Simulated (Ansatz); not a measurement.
A run for Ansatz (a first-principles code): R-PBE0/def2-TZVPPD on AsH3 (SMILES [AsH3]). Files ending in .json are basis or fitting sets from the Basis Set Exchange.

Ansatz 0.2 input:
```yaml
crystal:
  periodic: [false, false, false]
  atoms:
    - {symbol: As, position_ang: [-0.30326135, -0.31105770, 2.84360337]}
    - {symbol: H, position_ang: [0.25181809, -1.66317518, 2.41491544]}
    - {symbol: H, position_ang: [-0.32629840, -0.71879075, 4.31574782]}
    - {symbol: H, position_ang: [1.08962611, 0.29135163, 2.96458610]}
basis:
  gaussian:
    orbitals: def2-TZVPPD.json
hamiltonian:
  xc: {name: PBE0}
scf: {lower_state_search: off}
```

**Question.** Give the final energy of this run.

**Answer.** -2237.3860 hartree.
